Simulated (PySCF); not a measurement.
C2H2BrFSi.
Atom-mapped SMILES: `[CH:1]#[C:2][Si@H:3]([F:4])[Br:5]` (hydrogens: H6 on C1; H7 on Si3)

Method: PBE0-D3(BJ)/def2-SVP geometry optimisation, gas phase in PySCF.

Question: List the bond lengths and angles at this level.

Answer: 
```
   bond  length (Å)   order
  C1≡C2       1.216  triple
 C2–Si3       1.816  single
 Si3–F4       1.615  single
Si3–Br5       2.203  single
  C1–H6       1.076  single
 Si3–H7       1.478  single
```

Orders are formal, as drawn. A selection of angles:
```
     angle  degrees
  C2–C1–H6    179.6
 C1–C2–Si3    178.9
 C2–Si3–F4    108.9
C2–Si3–Br5    109.1
 C2–Si3–H7    112.4
F4–Si3–Br5    108.1
 F4–Si3–H7    108.2
Br5–Si3–H7    109.9
```

Si3 (fluorine-bound silicon) is tetrahedral (angles from 108.1° to 112.4°).

Point group: C1 (no symmetry element, even within 0.4 Å). Not checked by PBE0-D3(BJ)/def2-SVP frequencies.
